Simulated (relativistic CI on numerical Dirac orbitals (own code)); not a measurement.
## d7 in a ligand field

Computed with a parametric ligand-field model of a d^n configuration (Racah B and C, spin-orbit zeta, crystal field), exact diagonalisation.

Field parameters in Wybourne normalisation: D3d B²₀ = −7Dσ, B⁴₀ = −14Dq − 21Dτ, B⁴₃ = −14√(10/7) Dq; D4h B²₀ = −7Ds, B⁴₀ = 21(Dq − Dt), B⁴₄ = 21√(5/14) Dq; Oh B⁴₀ = 21Dq, B⁴₄ = √(5/14) B⁴₀; Td as Oh with Dq negative (B⁴₀ = 21Dq, B⁴₄ = √(5/14) B⁴₀). The field is a parameter set, without covalency.

Task: Ground term and bands for B = 950, C = 4010, ζ = 0 cm⁻¹, Oh, 10Dq = 23600 cm⁻¹?

Result: Ground term 2E with 1.04 electrons in the two orbitals of the cubic e set. Spin-allowed: 2T1 20969 cm⁻¹ (477 nm), 2T2 21778 cm⁻¹ (459 nm), 2T1 27118 cm⁻¹ (369 nm), 2T2 39398 cm⁻¹ (254 nm). Lowest spin-forbidden: 4T1 4333 cm⁻¹ (2308 nm), 4T2 26064 cm⁻¹ (384 nm), 4T1 38445 cm⁻¹ (260 nm).

Task: Ground term and bands for B = 670, C = 2900, ζ = 0 cm⁻¹, D3d, 10Dq = 17450, Dσ = -1200, Dτ = 20 cm⁻¹?

Result: Ground term 2E with 1.05 electrons in the two orbitals of the cubic e set. Spin-allowed: 2A2 14238 cm⁻¹ (702 nm), 2E 15360 cm⁻¹ (651 nm), 2A1 16495 cm⁻¹ (606 nm), 2E 16963 cm⁻¹ (590 nm). Lowest spin-forbidden: 4A2 2272 cm⁻¹, 4E 4649 cm⁻¹ (2151 nm), 4A1 19044 cm⁻¹ (525 nm).

Task: Ground term and bands for B = 400, C = 1630, ζ = 0 cm⁻¹, D4h, 10Dq = 23750, Ds = 50, Dt = 110 cm⁻¹?

Result: Ground term 2A1 with 1.01 electrons in the two orbitals of the cubic e set. Spin-allowed: 2B1 743 cm⁻¹, 2E 21915 cm⁻¹ (456 nm), 2E 22223 cm⁻¹ (450 nm), 2A2 22426 cm⁻¹ (446 nm). Lowest spin-forbidden: 4E 15355 cm⁻¹ (651 nm), 4A2 15753 cm⁻¹ (635 nm), 4B2 36968 cm⁻¹ (271 nm).

Task: Ground term and bands for B = 460, C = 2030, ζ = 0 cm⁻¹, Td, 10Dq = -4500 cm⁻¹?

Result: Ground term 4A2 with 4.00 electrons in the two orbitals of the cubic e set. Spin-allowed: 4T2 4500 cm⁻¹ (2222 nm), 4T1 7434 cm⁻¹ (1345 nm), 4T1 12966 cm⁻¹ (771 nm). Lowest spin-forbidden: 2E 9159 cm⁻¹ (1092 nm), 2T1 9573 cm⁻¹ (1045 nm), 2T2 12337 cm⁻¹ (811 nm). With an A2 ground term the first spin-allowed band lies at |10Dq| itself.

Task: Ground term and bands for B = 1010, C = 4220, ζ = 0 cm⁻¹, D4h, 10Dq = 16650, Ds = -50, Dt = -390 cm⁻¹?

Result: Ground term 4A2 with 2.04 electrons in the two orbitals of the cubic e set. Spin-allowed: 4E 1717 cm⁻¹, 4E 17105 cm⁻¹ (585 nm), 4B2 20572 cm⁻¹ (486 nm), 4E 31694 cm⁻¹ (316 nm). Lowest spin-forbidden: 2B1 1423 cm⁻¹, 2A1 3490 cm⁻¹ (2866 nm), 2B2 16774 cm⁻¹ (596 nm).
